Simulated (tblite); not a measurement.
Method: GFN2-xTB as coded in tblite; computed harmonic values from a numerical Hessian at the method's own geometry, unscaled. Errors from tens to a few hundred cm⁻¹ against measured bands are possible. Modes of hydrogen on silicon can be 10 to 20 % off. One conformer each. Open shells enter through the occupations alone, without spin polarisation, and single modes of such species can be off by tens of per cent. Thermal functions are those of the rigid rotor and harmonic oscillator, without mixing of conformers.

Task: Order these by their heat capacity Cp at 200 K, highest first (cal/(mol K)).
A. `[C@H]1(F)[Si@@H](NCC1)[C@@H]1C[C@@H]1F`
B. `c1pcc(Cl)s1`
C. `C=CCN(C)/C=C/F`
D. `[SiH3][C@H](C#C)[C@@H](C)[CH]O` [radical]
E. `C=C(C)CN(C)[SiH2]N(C)C`

Result: E (40.7), D (32.4), A (30.7), C (26.9), B (17.1).

```tsv
SMILES	atoms	mass (u)	symmetry number	modes under 300 cm⁻¹	ZPE (kcal/mol)	S translation (cal/(mol K))	S rotation	S vibration	S spin	S	Cp
C=C(C)CN(C)[SiH2]N(C)C	28	158.12	1	13	149.6	39.1	29.3	32.9	0.0	101.4	40.7
C#C[C@@H]([SiH3])[C@@H](C)[CH]O	19	127.06	1	8	90.1	38.5	28.1	20.4	1.4	88.4	32.4
F[C@@H]1CCN[Si@H]1[C@@H]1C[C@@H]1F	21	163.06	1	7	101.9	39.2	29.0	22.3	0.0	90.5	30.7
C=CCN(C)/C=C/F	18	115.08	1	7	92.1	38.2	27.7	18.2	0.0	84.0	26.9
Clc1cpcs1	8	135.93	1	2	25.2	38.7	27.2	5.1	0.0	71.0	17.1
```

Entropies and Cp are for 200 K and 1 bar.
